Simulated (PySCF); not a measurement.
**Nonlinear optical response: SMILES C(=C=C)=CCC#CCC, C9H10**

Geometry (Å), atoms numbered from 1 in this order:
```xyz
19

C     4.5409    1.2281   -0.0047
C     3.5037    0.4516   -0.1803
C     2.5040   -0.2864   -0.3803
C     1.4607   -1.0624   -0.5423
C     0.6621   -1.6274    0.6007
C    -0.7010   -1.1266    0.5430
C    -1.8189   -0.7049    0.4497
C    -3.1599   -0.1578    0.3653
C    -3.1220    1.3628    0.2114
H     5.0885    1.6356   -0.8397
H     4.8859    1.4933    0.9821
H     1.1093   -1.3095   -1.5362
H     0.6395   -2.7211    0.5271
H     1.1168   -1.3489    1.5552
H    -3.6748   -0.6064   -0.4899
H    -3.7116   -0.4265    1.2713
H    -2.5847    1.6388   -0.6932
H    -2.6159    1.8154    1.0612
H    -4.1324    1.7616    0.1528
```

Method: PySCF 2.14.0, quadratic response PBE0/def2-SVPD first hyperpolarisability, Taylor convention, gas phase. Geometry: GFN2-xTB.

(1) What is the first hyperpolarisability, and how does it disperse?

(2) Which lowest excitations, dipole and polarisabilities go with it?

Answers

(1) In au, Taylor convention; the vector part is βᵢ = ⅓ Σⱼ (βᵢⱼⱼ + βⱼᵢⱼ + βⱼⱼᵢ); β∥ is 3/5 of the vector part along the dipole, the dipole points from − to +:
```
                   process  λ (nm)  β vector norm     β∥  β HRS  depolarisation ratio
           static β(0;0,0)       ∞          378.4  216.5  155.2                  5.17
second harmonic β(−2ω;ω,ω)    1064          555.4  319.4  228.1                  5.15
         Pockels β(−ω;ω,0)    1064          426.1  244.2      –                     –
second harmonic β(−2ω;ω,ω)     800          804.2  464.5  330.6                  5.13
         Pockels β(−ω;ω,0)     800          469.5  269.4      –                     –
```

(2) S1 4.16 eV (f = 0.004); S2 4.95 eV (f = 0.111); S3 5.07 eV (f = 0.189); dipole 0.62 D; isotropic α 122.2 au static, 124.2 au at 1064 nm, 125.9 au at 800 nm, 131.3 au at 532 nm, 140.6 au at 400 nm.
